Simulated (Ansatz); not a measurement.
This geometry of CH$_{8}$BClSi$_{2}$ (13 atoms, charge 0, multiplicity 1) is a first-order saddle point.

The calculation used RKS BHLYP-D4/def2-SVP in Ansatz.

```xyz
13
Properties=species:S:1:pos:R:3
B -0.570 1.809 1.558
Si -1.218 0.896 -0.127
Si 0.463 -0.398 -1.113
C 0.902 -1.918 -0.117
Cl 2.133 0.859 -1.163
H -1.333 2.468 2.206
H 0.559 1.721 1.946
H -2.412 0.058 0.173
H -1.641 1.945 -1.094
H 0.169 -0.777 -2.514
H 1.757 -2.436 -0.558
H 0.055 -2.611 -0.094
H 1.157 -1.651 0.912
```

**Question.** Which two structures does it join? (They come from a converged band through this point; their orientation in space is the band's.)

**Answer.** No bond is made or broken. The dihedral H7–B1–Si2–Si3 goes from -83 to 97°.

First end point:

```xyz
13
Properties=species:S:1:pos:R:3
B -0.405 2.080 1.245
Si -1.360 0.775 0.051
Si 0.485 -0.319 -0.917
C 0.778 -2.040 -0.254
Cl 2.121 0.876 -0.343
H -0.183 3.201 0.890
H -0.016 1.736 2.325
H -2.179 -0.231 0.777
H -2.200 1.392 -1.007
H 0.474 -0.325 -2.397
H 1.721 -2.446 -0.631
H -0.035 -2.705 -0.562
H 0.819 -2.030 0.838
```

Last end point:

```xyz
13
Properties=species:S:1:pos:R:3
B -0.401 2.035 1.273
Si -1.363 0.787 0.028
Si 0.474 -0.318 -0.941
C 0.786 -2.016 -0.232
Cl 2.112 0.900 -0.424
H -0.006 1.641 2.332
H -0.179 3.171 0.971
H -2.215 -0.220 0.714
H -2.172 1.451 -1.024
H 0.444 -0.370 -2.419
H 1.726 -2.424 -0.612
H -0.026 -2.696 -0.509
H 0.842 -1.975 0.859
```

**Question.** How far does it lie above each of them?

**Answer.** 0.092 eV above the first and 0.092 eV above the second. This is the barrier of this one path; another mechanism may lie lower.

The run took 7.2 min on 2 threads of Arm Neoverse V1 (shared host), peak memory 0.3 GiB.
